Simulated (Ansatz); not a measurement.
Geometry optimisation, RKS PBE0/def2-SVP in Ansatz 0.2.0.

Input file:

```yaml
crystal:
  periodic: [false, false, false]
  atoms:
    - { symbol: F, position_ang: [-1.06, 0.0847, 2.2672] }
    - { symbol: Si, position_ang: [-0.2603, 0.5741, 0.8699] }
    - { symbol: Te, position_ang: [2.1487, 0.5631, 1.3392] }
    - { symbol: Si, position_ang: [-0.6167, -0.8609, -0.7753] }
    - { symbol: Cl, position_ang: [-2.61977, -1.01082, -1.25437] }
    - { symbol: H, position_ang: [-0.6668, 1.9417, 0.4523] }
    - { symbol: H, position_ang: [2.5372, 1.0218, -0.2846] }
    - { symbol: H, position_ang: [-0.15581, -2.21271, -0.29808] }
    - { symbol: H, position_ang: [0.21892, -0.48896, -1.91328] }
basis:
  gaussian: { orbitals: def2-SVP }
hamiltonian:
  xc: pbe0
relax:
  f_tol: 0.015
  max_steps: 40
```

Launched with:

```bash
$ ansatz run input.yaml --threads 2 --pin off --max-ram 3072MiB --backend cpu --events-out ev --progress --plain --runs-dir out
```

**Question.** Where does it end, and by what steps?

**Answer.** It converged. The force dipped under the threshold on the way, but the program's further checks kept it going. After 26 steps the energy has fallen by 0.323 eV; H7 moved furthest, 1.65 Å.

| step | energy less start (eV) | largest force component (eV/Å) | accepted |
| --- | --- | --- | --- |
| 0 | 0.0000 | 1.841 | yes |
| 1 | -0.1640 | 1.781 | yes |
| 2 | -0.2058 | 1.128 | yes |
| 3 | -0.2473 | 0.677 | yes |
| 4 | -0.2697 | 0.116 | yes |
| 5 | -0.2731 | 0.091 | yes |
| 6 | -0.2765 | 0.074 | yes |
| 7 | -0.2783 | 0.031 | yes |
| 8 | -0.2766 | 0.341 | no |
| 9 | -0.2808 | 0.030 | yes |
| 10 | -0.2821 | 0.146 | yes |
| 11 | -0.2826 | 0.210 | yes |
| 12 | -0.2849 | 0.137 | yes |
| 13 | -0.2872 | 0.116 | yes |
| 14 | -0.2910 | 0.194 | yes |
| 15 | -0.2939 | 0.228 | yes |
| 16 | -0.2980 | 0.201 | yes |
| 17 | -0.3030 | 0.182 | yes |
| 18 | -0.3053 | 0.425 | yes |
| 19 | -0.3122 | 0.239 | yes |
| 20 | -0.3134 | 0.223 | yes |
| 21 | -0.3194 | 0.096 | yes |
| 22 | -0.3216 | 0.022 | yes |
| 23 | -0.3216 | 0.102 | yes |
| 24 | -0.3222 | 0.061 | yes |
| 25 | -0.3225 | 0.007 | yes |
| 26 | -0.3225 | 0.007 | yes |

```xyz
9
Properties=species:S:1:pos:R:3
F -0.905 0.401 2.033
Si -0.084 0.562 0.634
Te 2.379 0.302 0.956
Si -0.767 -1.116 -0.849
Cl -2.836 -1.130 -0.988
H -0.342 1.936 0.118
H 2.576 1.950 1.074
H -0.303 -2.453 -0.376
H -0.193 -0.840 -2.198
```

Run time: 80 s on 2 threads of Intel(R) Xeon(R) Platinum 8488C (Sapphire Rapids), with other jobs on the host, peak memory 0.32 GiB.
